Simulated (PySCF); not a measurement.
A GIAO shielding run with PySCF 2.14 (density fitting, non-relativistic, gas phase) on `InChI=1S/C8H10SSi/c1-6(9)3-4-8-5-10-7(8)2/h5,7H,10H2,1-2H3/t7-/m1/s1`:

```
$ OMP_NUM_THREADS=1 python probes_run.py task.json out

{"job": {"kind": "nmr", "xc": "PBE0", "basis": "pcSseg-1"}, "charge": 0, "multiplicity": 1}
C      4.086027    -0.147863    -0.595125
C      3.061913     0.032458     0.476092
S      3.473621     0.401374     2.025234
C      1.722416    -0.113755     0.134820
C      0.535076    -0.237079    -0.100266
C     -0.829347    -0.372687    -0.327810
C     -1.503071    -0.651419    -1.467129
Si    -3.203094    -0.586788    -0.649019
C     -1.900392    -0.218403     0.738479
C     -1.897892     1.146963     1.409457
H      3.944694    -1.107074    -1.093780
H      3.973806     0.634007    -1.347896
H      5.086210    -0.096805    -0.172265
H     -1.069858    -0.837209    -2.437316
H     -4.068756     0.531231    -1.013389
H     -3.931197    -1.848199    -0.537395
H     -1.797119    -0.989204     1.506456
H     -2.715740     1.222114     2.123269
H     -2.011098     1.938264     0.670294
H     -0.961345     1.310752     1.942141
```

Hardware: 1 thread of an Intel Xeon, shared host. The job also computes population analyses, field gradients, ring-centre shieldings.

(1) How large is the calculation?

(2) How long does it take, and how much memory does it need?

Results:

(1) 88 electrons, 234 basis functions and 1254 auxiliary functions.

(2) 2.3 min of wall time, with 16 SCF cycles and 6 response iterations; peak memory 1.1 GiB. Times on a shared host scatter by some tens of per cent.
